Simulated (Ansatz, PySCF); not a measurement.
Breaking the O3–H4 bond in H2OSn (SMILES [OH][SnH]) (multiplicity 1 held, fragments rigid). Energies count from the point at 0.963 Å.
Geometry at that point (charge 0, multiplicity 1):
```xyz
4

Sn    -0.1839    -0.1503     0.1953
H     -1.4552     0.0147    -1.0721
O      1.2153     0.7994    -0.8693
H      0.9260     1.1031    -1.7363
```

R- and RO- levels are restricted; in cc, def2 and unpolarised 6-31G sets they are followed outwards from rest. U- levels take the lowest unrestricted solution at each point, which mixes spins at long bonds. Active spaces are followed from a long bond inwards. Levels need not reach the same state.

Correlated levels freeze the cores. Filled d and f shells under p-block atoms count as core. Rows in 3-21G, LANL2DZ carry no dispersion term and start afresh at each structure; the Pople sets are all-electron and without relativity. LANL2DZ brings its own core potentials from Na on.

Programs: Ansatz (an electronic-structure program); PySCF for 3-21G rows, LANL2DZ rows. Each number belongs to the level named beside it. In def2 rows elements past Kr take small-core potentials, without spin–orbit coupling.

| level | energy at R = 3.082 Å (kJ/mol) |
|---|---|
| R-HF/3-21G | 879.9 |
| U-HF/LANL2DZ | 324.9 |
| R-PBE/def2-TZVPP | 565.4 |
| R-r2SCAN/def2-TZVPP | 615.2 |
| R-B3LYP/LANL2DZ | 620.9 |
| U-B3LYP/def2-TZVPP | 467.5 |
| U-wB97X-V/def2-TZVPP | ? |
| R-SCS-MP2/def2-TZVPP | 557.8 |
| CASSCF(4,3)/def2-TZVPP | ? |

Question: Some entries are withheld; supply them.

Answer: 
- U-wB97X-V/def2-TZVPP, energy at R = 3.082 Å (kJ/mol): 481.9
- CASSCF(4,3)/def2-TZVPP, energy at R = 3.082 Å (kJ/mol): 420.0

Doubts at one or more of the structures used: a restricted determinant that unrestricted orbitals would lower (R-HF/3-21G, R-PBE/def2-TZVPP, R-r2SCAN/def2-TZVPP, R-SCS-MP2/def2-TZVPP); a spin-contaminated determinant (U-HF/LANL2DZ, U-B3LYP/def2-TZVPP, U-wB97X-V/def2-TZVPP); active orbitals that take no part (CASSCF(4,3)/def2-TZVPP).
